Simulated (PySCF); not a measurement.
BeGe: frontier orbitals

PBE0 at R = 2.179 Å; basis Be aug-cc-pVDZ, Ge aug-cc-pVDZ-PP with ECP10; scalar-relativistic core potentials; PySCF 2.14. State: ³Π (triplet), unpaired electrons σ ↑, π ↑, a second solution, started from another occupation. Only the outer orbitals are listed, counted within each symmetry, core potentials removing the inner ones.

```tsv
spin	orbital	occ.	ε (eV)	on Be (%)	main shells (%)
α	5σ	1	-14.16	15	84 Ge s, 9 Be s
α	6σ	1	-7.43	50	51 Be s, 40 Ge p, 8 Ge s
α	3π	1	-5.84	13	85 Ge p, 13 Be p
α	7σ	1	-4.84	75	43 Be p, 32 Be s, 23 Ge p
α	3π	0	-3.88	19	80 Ge p, 18 Be p
α	4π	0	-0.81	84	83 Be p, 12 Ge p
α	4π	0	-0.61	82	80 Be p, 14 Ge p
β	5σ	1	-13.10	24	76 Ge s, 14 Be s, 9 Be p
β	6σ	1	-6.54	40	49 Ge p, 37 Be s, 10 Ge s
β	3π	0	-3.49	20	80 Ge p, 18 Be p
β	3π	0	-2.76	26	74 Ge p, 23 Be p
β	7σ	0	-1.50	84	53 Be s, 30 Be p, 9 Ge p
```

**Question.** Which are the highest filled and the lowest empty level, where do they sit, and how wide is the gap?

**Answer.** Highest filled α 7σ at -4.84 eV (in %: 43 Be p, 32 Be s, 23 Ge p); lowest empty α 3π at -3.88 eV (in %: 80 Ge p, 18 Be p); the gap at PBE0 is 0.96 eV.

```
bond order (Mayer)                               : 1.16
⟨S²⟩                                             : 2.005
charge on Be (Mulliken, basis-dependent)         : -0.18
charge on Be (Löwdin, basis-dependent)           : -0.08
dipole moment (positive dipole means Be(−)Ge(+)) : 0.67 D
```

Spin–orbit coupling is left out.
